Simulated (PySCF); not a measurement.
From one molecule to another.

First species: C₆H₁₀OSi.
Atom-mapped SMILES: `[CH2:1]=[CH:2]/[CH:3]=[CH:4]/[CH:5]=[CH:6]\[O:7][SiH3:8]` (hydrogens: H9, H10 on C1; H11 on C2; H12 on C3; H13 on C4; H14 on C5; H15 on C6; H16, H17, H18 on Si8)

Cartesian coordinates in Å at the GFN2-xTB level; atoms count from 1:
```xyz
18
C6H10OSi angstrom
C      3.536    1.062   -0.965
C      2.272    0.954   -0.557
C      1.422   -0.162   -0.868
C      0.153   -0.274   -0.437
C     -0.693   -1.390   -0.737
C     -1.952   -1.591   -0.321
O     -2.715   -0.825    0.464
Si    -2.687    0.570    1.295
H      3.999    0.299   -1.569
H      4.148    1.910   -0.711
H      1.832    1.735    0.050
H      1.851   -0.946   -1.479
H     -0.263    0.516    0.173
H     -0.269   -2.158   -1.369
H     -2.482   -2.488   -0.627
H     -2.510    1.711    0.395
H     -1.631    0.566    2.310
H     -4.018    0.516    1.881
```

Second species: C₃HN₃S.
InChI=1S/C3HN3S/c4-1-3-5-2-7-6-3/h2H

Levels: CAM-B3LYP/def2-SVPD for dipole moment, HOMO energy, LUMO energy, HOMO–LUMO gap, static isotropic polarisability and electronic spatial extent ⟨r²⟩ about the centre of nuclear charge; TDDFT CAM-B3LYP/def2-SVPD for lowest singlet excitation; TDA CAM-B3LYP/def2-SVPD for lowest triplet excitation (Tamm–Dancoff); GFN2-xTB for rotational constant A and rotational constant C. Geometries: GFN2-xTB. All species are isolated and taken at one optimised geometry, non-relativistic unless stated; the electronic structure was computed with PySCF and density fitting.

Dipoles, sizes and rotational constants follow the conformer. The torsions of the flexible species, by atom-mapped SMILES:
- `[CH2:1]=[CH:2]/[CH:3]=[CH:4]/[CH:5]=[CH:6]\[O:7][SiH3:8]`: C1–C2–C3–C4 179°, C3–C4–C5–C6 178°, C5–C6–O7–Si8 0°

```tsv
property	column X	column Y
dipole moment	5.49 D	0.21 D
HOMO energy	-9.91 eV	-7.03 eV
LUMO energy	-1.41 eV	-0.25 eV
HOMO–LUMO gap	8.50 eV	6.78 eV
lowest singlet excitation	5.20 eV	4.65 eV
lowest triplet excitation (Tamm–Dancoff)	3.75 eV	2.46 eV
static isotropic polarisability	67.4 au	121.9 au
electronic spatial extent ⟨r²⟩ about the centre of nuclear charge	795 bohr²	1884 bohr²
rotational constant A	7.670 GHz	3.621 GHz
rotational constant C	1.340 GHz	0.582 GHz
```

(1) Which column belongs to which species?

(2) How does each property change from the first species to the second?

Answers

(1) Column X is the second species and column Y the first. The first has 18 atoms and 68 electrons, the second 8 and 56.

(2) dipole moment +5.28 D; HOMO energy -2.88 eV; LUMO energy -1.16 eV; HOMO–LUMO gap +1.72 eV; lowest singlet excitation +0.55 eV; lowest triplet excitation (Tamm–Dancoff) +1.29 eV; static isotropic polarisability -54.5 au; electronic spatial extent ⟨r²⟩ about the centre of nuclear charge -1089 bohr²; rotational constant A +4.049 GHz; rotational constant C +0.758 GHz.

On the first: The dipole matches unit charges of opposite sign 0.04 Å apart (1 e·Å = 4.8032 D). S1 lies 2.13 eV below the HOMO–LUMO gap; its leading configuration is HOMO→LUMO, weight 0.97.

On the second: The vertical singlet–triplet gap S1 − T1 is 1.45 eV (TDDFT singlet less Tamm–Dancoff triplet; S1: HOMO−1→LUMO, weight 0.93; T1: HOMO→LUMO, weight 0.90). The dipole matches unit charges of opposite sign 1.14 Å apart (1 e·Å = 4.8032 D).
